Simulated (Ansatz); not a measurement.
`O=C[SiH](O)[SnH3]` and `B[SiH](O)C=O` differ in one atom or group.

Ansatz, PBE0-D4/def2-TZVP geometries, multiplicity 1. Each molecule was computed in one conformer, which needn't be the lowest.

Elements past krypton have def2 core potentials.

| property | `O=C[SiH](O)[SnH3]` |
| --- | --- |
| size of the dipole moment (B3LYP/def2-TZVPP) / D | 3.05 |
| HOMO–LUMO gap (PBE/def2-TZVPP) / eV | 2.73 |
| size of the dipole moment (PBE/def2-TZVPP) / D | 2.82 |
| HOMO energy (ωB97M-V/def2-TZVPP) / eV | -9.18 |
| HOMO–LUMO gap (ωB97M-V/def2-TZVPP) / eV | 9.52 |
| HOMO energy (B3LYP/def2-TZVPP) / eV | -6.75 |

(1) What does the change do to each property? (An estimate is asked.)

Answers

(1) The calculation gave: 
```
                                        property  `B[SiH](O)C=O`  shift
size of the dipole moment (B3LYP/def2-TZVPP) / D            1.82  -1.23
             HOMO–LUMO gap (PBE/def2-TZVPP) / eV            2.18  -0.55
  size of the dipole moment (PBE/def2-TZVPP) / D            1.53  -1.29
           HOMO energy (ωB97M-V/def2-TZVPP) / eV           -9.49  -0.31
         HOMO–LUMO gap (ωB97M-V/def2-TZVPP) / eV            8.61  -0.91
             HOMO energy (B3LYP/def2-TZVPP) / eV           -7.05  -0.30
```

With PBE0 the HOMO falls by 0.30 eV and the LUMO falls by 1.08 eV, so the gap narrows by about 0.78 eV. PBE moves the HOMO by -0.39 eV and ωB97M-V by -0.31 eV. Dipoles are sizes alone; their direction can turn.

B3LYP here is the variant with VWN-RPA as its local correlation; programs differ in this.
